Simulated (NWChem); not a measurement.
A series in which one site is exchanged, each optimised at PBE0/def2-SVP with NWChem, gas phase unless a solvent is named. All stand in one matching conformer (torsions within 35°), which need not be the lowest. Low-valent species are run as closed-shell singlets; no triplet was tried in these runs. Some are not confirmed as minima by frequencies. def2 effective core potentials on Sn, Pb; no spin-orbit coupling.

A: [Pb]([NH2])[Cl] (PbNH$_{2}$Cl; site = Pb)
B: [NH2][Sn][Cl] (SnNH2Cl; site = Sn)
C: [Si](Cl)N (SiNH2Cl; site = Si)
D: [NH2][Ge][Cl] (GeNH₂Cl; site = Ge)

Values for A:

- orbital gap (eV), PBE0/def2-SVP = 5.00
- vertical ionisation energy, ΔSCF, B3LYP/def2-SVP (eV) = 8.96
- static polarisability, B3LYP/def2-SVPD (bohr³) = 69.1

How do these values change for the other members?


```csv
change from A,B,C,D
"orbital gap (eV), PBE0/def2-SVP",+0.41,+0.63,+0.75
"vertical ionisation energy, ΔSCF, B3LYP/def2-SVP (eV)",+0.45,+0.40,+0.75
"static polarisability, B3LYP/def2-SVPD (bohr³)",-2.3,-14.8,-12.2
```
